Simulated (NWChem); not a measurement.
Species: C$_{2}$H$_{4}$F$_{2}$OSi; SMILES O=C[SiH2]C(F)F

```xyz
10

O      0.8247    -2.1723    -0.6758
C      0.0039    -2.0118     0.1944
Si    -0.9656    -0.3399     0.2464
C      0.3213     0.9887    -0.2712
F     -0.2792     2.1944    -0.4368
F      1.2463     1.1070     0.7188
H     -0.1925    -2.8280     0.9428
H     -1.5132    -0.0249     1.5960
H     -2.0570    -0.4055    -0.7684
H      0.8560     0.7338    -1.2044
```
Atoms are numbered in this order, from 1.

Level: PBE0/def2-SVP (NWChem), optimised geometry, unscaled harmonic frequencies. 

Q: List the harmonic frequencies with IR intensities, and the thermochemistry.

A: 
| frequency (cm⁻¹) | IR intensity (km/mol) |
|---|---|
| 40 | 9.5 |
| 54 | 2.4 |
| 95 | 2.0 |
| 213 | 5.9 |
| 291 | 10.1 |
| 372 | 18.9 |
| 479 | 27.0 |
| 557 | 4.3 |
| 604 | 12.0 |
| 658 | 44.5 |
| 763 | 21.0 |
| 823 | 93.6 |
| 908 | 35.5 |
| 922 | 67.0 |
| 1123 | 147.7 |
| 1151 | 103.4 |
| 1331 | 40.1 |
| 1373 | 5.3 |
| 1386 | 21.6 |
| 1815 | 111.4 |
| 2246 | 52.0 |
| 2263 | 84.7 |
| 2871 | 135.2 |
| 3078 | 16.9 |

```json
{
  "zero_point_energy": "36.3 kcal/mol",
  "thermal correction to the enthalpy at 298.15 K (with zero-point energy)": "41.7 kcal/mol",
  "heat capacity Cv": "24.4 cal/(mol K)",
  "entropy at 298.15 K and 1 atm (symmetry number 1)": "88.6 cal/(mol K)",
  "dipole_moment": "2.15 D"
}
```

Rigid rotor and harmonic oscillator; modes under 100 cm⁻¹ make the entropy uncertain.
